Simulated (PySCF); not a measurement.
SMILES S=C=[SH+] (CHS2 (cation, charge +1)), B3LYP/def2-SVP optimised geometry.

```
4

S      1.69     0.52     0.00
C      0.18     0.52     0.00
S     -1.46     0.67     0.00
H     -1.69    -0.67     0.00
```

Density from PySCF 2.14.0 with B3LYP/def2-TZVP at that geometry.

Minimum of the electron density along straight lines between bonded atoms, close to the bond critical point (lines longer than 1.1 times the sum of covalent radii, or with two minima, are not listed):

```json
[
 {"bond": "S1–C2", "length / Å": "1.512", "ρ at the minimum / e bohr⁻³": "0.275", "∇²ρ there / e bohr⁻⁵": "0.44", "position (fraction from the first atom)": "0.40"},
 {"bond": "C2–S3", "length / Å": "1.649", "ρ at the minimum / e bohr⁻³": "0.228", "∇²ρ there / e bohr⁻⁵": "-0.18", "position (fraction from the first atom)": "0.60"},
 {"bond": "S3–H4", "length / Å": "1.369", "ρ at the minimum / e bohr⁻³": "0.210", "∇²ρ there / e bohr⁻⁵": "-0.60", "position (fraction from the first atom)": "0.68"}
]
```
